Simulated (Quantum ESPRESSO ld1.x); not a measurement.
The numbers below are computed, except where a source is named.
Q: The mean radii <r> (bohr) of the occupied orbitals of an atom or ion are listed with their occupations. Level of theory: scalar-relativistic Kohn-Sham, relativistic LDA (MacDonald-Vosko exchange, VWN5 correlation), spin-unpolarised, spherical densities, point nucleus (ld1.x of Quantum ESPRESSO 7.5).

| orbital | occ. | <r> |
|---|---|---|
| 1s | 2 | 0.05625 |
| 2s | 2 | 0.2450 |
| 2p | 4 | 0.2125 |

Name the element and its charge.

A: Z = 27, cobalt, charge +19: Co19+ in [He] 2s2 2p4. The 1s radius gives Z: for a bare nucleus <r> = (2 gamma + 1)/(2Z) with gamma = sqrt(1 - (Z/c)^2), 0.05483 bohr for Z = 27, and screening makes it slightly larger (0.05625 here). The occupations add up to 8, and the charge is Z minus that.
